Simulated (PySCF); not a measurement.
Ge(F)2(Cl)(NH2) (ClF2GeH2N), SMILES [NH2][Ge]([F])([F])[Cl].

The structure is a stationary point at PBE-D3(BJ)/def2-SVP. This is a generated structure with no PubChem entry under its InChIKey; it may be hypothetical. The values are those of a single conformer.

Two levels are set side by side: TDDFT-PBE/def2-SVPD (PySCF) and TDDFT-PBE0/def2-SVPD (PySCF). Vertical, same geometry. The lowest singlet is HOMO→LUMO 99 % with PBE and HOMO→LUMO 98 % with the other functional; states are paired by order. Differences are taken from unrounded values.

```
quantity                               TDDFT-PBE0  TDDFT-PBE  TDDFT-PBE minus TDDFT-PBE0
-------------------------------------  ----------  ---------  --------------------------
lowest singlet excitation (eV)               6.22       5.27                       -0.95
lowest triplet excitation (TDA) (eV)         5.68       4.86                       -0.82
first bright state (f over 0.05) (eV)        8.61       7.51                       -1.09
its oscillator strength                      0.07       0.05                       -0.02
```

A lower first singlet is the usual sign of a functional without exact exchange. Differences between two approximate levels are no errors against the true value.

Rough cost on one machine, each run with all the roots and properties that it gave: TDDFT-PBE0 against TDDFT-PBE about 5 times.
